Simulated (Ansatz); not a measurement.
Geometry optimisation, RKS PBE/def2-TZVP (Ansatz).

Input file:

```yaml
crystal:
  periodic: [false, false, false]
  atoms:
    - { symbol: O, position_ang: [-1.1551, 0.4192, -0.7853] }
    - { symbol: C, position_ang: [-0.1624, 0.3102, 0.1199] }
    - { symbol: Se, position_ang: [1.1481, -0.9077, -0.6035] }
    - { symbol: H, position_ang: [-1.6087, -0.3939, -0.8196] }
    - { symbol: H, position_ang: [-0.5429, -0.0797, 1.0724] }
    - { symbol: H, position_ang: [0.3147, 1.3169, 0.2946] }
    - { symbol: H, position_ang: [0.08105, -2.07873, -0.65743] }
basis:
  gaussian: { orbitals: def2-TZVP }
hamiltonian:
  xc: pbe
relax:
  f_tol: 0.015
  max_steps: 40
```

Launched with:

```bash
$ ansatz run input.yaml --threads 2 --pin off --max-ram 3072MiB --backend cpu --events-out ev --progress --plain --runs-dir out
```

Task: Where does it end, and by what steps?

Result: The run converged. After 11 steps the energy has fallen by 0.415 eV; H7 moved furthest, 0.54 Å.

| step | energy less start (eV) | largest force component (eV/Å) | accepted |
| --- | --- | --- | --- |
| 0 | 0.0000 | 2.790 | yes |
| 1 | -0.3605 | 0.746 | yes |
| 2 | -0.3867 | 0.272 | yes |
| 3 | -0.3984 | 0.114 | yes |
| 4 | -0.4068 | 0.169 | yes |
| 5 | -0.3959 | 0.585 | no |
| 6 | -0.4133 | 0.073 | yes |
| 7 | -0.4130 | 0.232 | no |
| 8 | -0.4149 | 0.034 | yes |
| 9 | -0.4150 | 0.065 | yes |
| 10 | -0.4153 | 0.022 | yes |
| 11 | -0.4154 | 0.007 | yes |

```xyz
7
Properties=species:S:1:pos:R:3
O -1.303 0.654 -0.724
C -0.221 0.269 0.080
Se 1.104 -0.951 -0.795
H -1.797 -0.145 -0.976
H -0.519 -0.229 1.015
H 0.345 1.178 0.313
H 0.466 -2.191 -0.292
```

Whether the end is a true minimum wasn't checked by a vibrational analysis.

The run took 25 s on 2 threads of Intel(R) Xeon(R) Platinum 8259CL CPU @ 2.50GHz (Skylake/Cascade Lake), with other jobs on the host, peak memory 0.24 GiB.
